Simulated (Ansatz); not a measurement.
Compare A (`CC(C)B(O)O`) with its isomer B (`COB(C)OC`).

Program: Ansatz. Geometries: PBE0-D4/def2-TZVP. ΔE: electronic, gas phase. CCSD(T)/CBS is the MP2 limit (def2-TZVPP, def2-QZVPP) plus CCSD(T) − MP2 in def2-TZVPP, frozen cores. Functionals use def2-TZVPP. B3LYP here is the variant with VWN-RPA as its local correlation; programs differ in this. Each species was taken in one conformer, which may not be the lowest.

**Question.** Which isomer does CCSD(T)/CBS put lower? Give the gap. (Estimate.)

**Answer.** Computed: A, by 23.5 kcal/mol.

**Question.** Give E(B) − E(A) in kcal/mol with MP2/def2-TZVPP, CCSD(T)/def2-TZVPP, PBE0-D4, ωB97M-V, B3LYP, B3LYP-D4, r2SCAN-D4. (Estimate.)

**Answer.** The calculation gave: MP2/def2-TZVPP 25.3, CCSD(T)/def2-TZVPP 22.9, PBE0-D4 22.6, ωB97M-V 22.2, B3LYP 18.7, B3LYP-D4 19.5, r2SCAN-D4 21.6. None reverses the order clearly.

Largest T1 diagnostic: 0.012.

The D4 term adds +0.8 kcal/mol with B3LYP and +0.4 kcal/mol with PBE0; it sums over pairs of atoms, weighted by their polarisabilities, and B3LYP, whose exchange is more repulsive, gets the larger term. In def2-TZVPP, CCSD(T) changes the Hartree–Fock value by +5.2 kcal/mol (the triples alone add +0.3 kcal/mol) and MP2 by +7.6 kcal/mol.
